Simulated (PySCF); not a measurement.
## Calculated data, Al2FH2O, Cl2FSi, CH5AlBO, CH7BNSi

All values are calculated (PySCF 2.14.0). Calculation on a computer-drawn molecule: optimised geometry and harmonic frequencies of an isolated molecule of the commonest isotopes, restricted reference for singlets and unrestricted otherwise, frozen core in MP2.

Common to all runs: basis cc-pV(D+d)Z.

(1) Al2FH2O

Start structure:
```xyz
6
Al2FH2O
O     -0.2911     0.8964    -0.7281
Al    -0.6416    -0.4062     0.1890
Al    -1.1368    -2.6102     1.5576
F     -0.9691    -1.8631     3.0061
H     -0.0889     1.7194    -1.3089
H     -1.5318    -4.1082     1.7666
```

Here we set charge 0, multiplicity 2 and method HF.

Results for Al2FH2O: rotational constants 12.83, 1.624, 1.569 GHz; total energy -659.4133 hartree; spin squared 0.7968; convergence status largest gradient component 1.5e-05 hartree/bohr.

Drawn bonds:
| atom | other atom | order |
| --- | --- | --- |
| 1 | 2 | 1 |
| 2 | 3 | 1 |
| 3 | 4 | 1 |
| 1 | 5 | 1 |
| 3 | 6 | 1 |

Optimised structure:
```xyz
6
Al2FH2O
O     -0.5061     0.8182    -0.7822
Al    -1.5958    -0.0998     0.1274
Al    -1.0103    -2.2152     1.6005
F     -0.7328    -1.9258     3.2161
H      0.4270     0.7856    -0.9089
H     -1.2413    -3.7349     1.2293
```

Modes:
| frequency (cm⁻¹) | reduced mass (dalton) |
| --- | --- |
| 52.7 | 5.758 |
| 123.7 | 7.001 |
| 135.7 | 5.002 |
| 291.9 | 7.585 |
| 346.9 | 1.245 |
| 413.7 | 1.395 |
| 503 | 1.238 |
| 682 | 1.131 |
| 822.4 | 17.51 |
| 873.4 | 7.626 |
| 1972 | 1.044 |
| 4225 | 1.068 |

(2) Cl2FSi

Start structure:
```xyz
4
Cl2FSi
F     -3.4385    -2.7584     0.2696
Si    -2.3723    -1.6426     0.1788
Cl    -2.8322    -0.0429    -0.8010
Cl    -0.6780    -1.9507     1.0536
```

It was run with charge 1, multiplicity 1 and method MP2.

The calculation gives: rotational constants 5.318, 2.451, 1.678 GHz; total energy -1307.7557 hartree; convergence status largest gradient component 3.757e-05 hartree/bohr.

Drawn bonds:
| atom | other atom | order |
| --- | --- | --- |
| 1 | 2 | 1 |
| 2 | 3 | 1 |
| 2 | 4 | 1 |

Optimised structure:
```xyz
4
Cl2FSi
F     -3.4569    -2.7776     0.2712
Si    -2.3726    -1.6431     0.1787
Cl    -2.8262    -0.0300    -0.8047
Cl    -0.6652    -1.9439     1.0558
```

Modes:
| frequency (cm⁻¹) | reduced mass (dalton) |
| --- | --- |
| 194.7 | 30.03 |
| 259.3 | 22.74 |
| 284.8 | 26.77 |
| 538.9 | 29.51 |
| 811.9 | 29.87 |
| 1025 | 22.64 |

(3) CH5AlBO

Start structure:
```xyz
9
CH5AlBO
C     -1.4144    -2.7794    -1.3196
B     -0.2827    -1.8359    -0.8069
O     -0.4084    -1.0722     0.2469
Al    -0.7690    -0.2301     1.6543
H     -1.7696    -2.5120    -2.2821
H     -1.1782    -3.8129    -1.3466
H     -2.3476    -2.6616    -0.6600
H      0.7161    -1.8204    -1.3707
H     -2.1099    -0.5342     2.5076
```

Here we set charge 0, multiplicity 2 and method HF.

The calculation gives: rotational constants 30.52, 2.51, 2.394 GHz; total energy -382.3256 hartree; spin squared 0.7562; convergence status largest gradient component 1.314e-05 hartree/bohr.

Drawn bonds:
| atom | other atom | order |
| --- | --- | --- |
| 1 | 2 | 1 |
| 2 | 3 | 1 |
| 3 | 4 | 1 |
| 1 | 5 | 1 |
| 1 | 6 | 1 |
| 1 | 7 | 1 |
| 2 | 8 | 1 |
| 4 | 9 | 1 |

Optimised structure:
```xyz
9
CH5AlBO
C     -1.4693    -2.8240    -1.4623
B     -0.4588    -1.8765    -0.7004
O     -0.8480    -1.0616     0.2978
Al    -1.2143     0.0644     1.5050
H     -1.4470    -2.6100    -2.5374
H     -1.1496    -3.8679    -1.3591
H     -2.5001    -2.7392    -1.1098
H      0.7109    -1.8771    -1.0164
H     -1.1875    -0.4668     3.0055
```

Modes:
| frequency (cm⁻¹) | reduced mass (dalton) |
| --- | --- |
| 65.57 | 5.719 |
| 71.12 | 1.33 |
| 112.5 | 2.271 |
| 141.6 | 1.162 |
| 397.2 | 3.092 |
| 629.4 | 1.585 |
| 671.4 | 1.784 |
| 693.6 | 1.133 |
| 892.2 | 2.135 |
| 1063 | 1.798 |
| 1068 | 2.121 |
| 1238 | 1.377 |
| 1408 | 1.805 |
| 1471 | 2.39 |
| 1559 | 1.096 |
| 1559 | 1.094 |
| 1899 | 1.045 |
| 2619 | 1.089 |
| 3153 | 1.04 |
| 3210 | 1.096 |
| 3245 | 1.102 |

(4) CH7BNSi

Start structure:
```xyz
11
CH7BNSi
C     -1.4664     0.7987    -0.1668
Si     0.0212    -0.4233    -0.0983
B      1.4930    -0.3708     1.2314
N      2.4681    -1.2708     1.2458
H     -1.4116     1.5094     0.6843
H     -1.5144     1.2704    -1.0706
H     -2.4436     0.2463    -0.0038
H     -0.0902    -1.4077    -1.1792
H      1.4886     0.4500     2.0877
H      3.2612    -1.2882     1.8880
H      2.6280    -2.0721     0.5050
```

Here we set charge 1, multiplicity 1 and method HF.

It finds rotational constants 22.63, 2.455, 2.245 GHz; total energy -409.7977 hartree; convergence status largest gradient component 1.903e-05 hartree/bohr.

Drawn bonds:
| atom | other atom | order |
| --- | --- | --- |
| 1 | 2 | 1 |
| 2 | 3 | 1 |
| 3 | 4 | 1 |
| 1 | 5 | 1 |
| 1 | 6 | 1 |
| 1 | 7 | 1 |
| 2 | 8 | 1 |
| 3 | 9 | 1 |
| 4 | 10 | 1 |
| 4 | 11 | 1 |

Optimised structure:
```xyz
11
CH7BNSi
C     -1.4547     0.7709    -0.1244
Si    -0.0319    -0.3891    -0.0855
B      1.5019    -0.3589     1.2890
N      2.4890    -1.2995     1.1924
H     -1.4031     1.5279     0.6575
H     -1.5008     1.2550    -1.1066
H     -2.3827     0.1961    -0.0174
H     -0.0635    -1.4005    -1.1564
H      1.4780     0.4836     2.1297
H      3.2543    -1.3206     1.8419
H      2.5473    -2.0231     0.5034
```

Modes:
| frequency (cm⁻¹) | reduced mass (dalton) |
| --- | --- |
| 43.09 | 2.567 |
| 52.02 | 1.085 |
| 140 | 2.897 |
| 302.9 | 3.685 |
| 429.5 | 1.124 |
| 564.2 | 1.266 |
| 569 | 2.821 |
| 709.3 | 1.385 |
| 760.4 | 1.29 |
| 780.3 | 1.336 |
| 807.2 | 2.751 |
| 959.4 | 1.169 |
| 964.8 | 1.173 |
| 991.2 | 1.229 |
| 1200 | 1.397 |
| 1388 | 1.218 |
| 1454 | 3.437 |
| 1512 | 1.05 |
| 1522 | 1.052 |
| 1774 | 1.255 |
| 2378 | 1.043 |
| 2788 | 1.101 |
| 3154 | 1.038 |
| 3227 | 1.097 |
| 3297 | 1.102 |
| 3776 | 1.054 |
| 3878 | 1.098 |
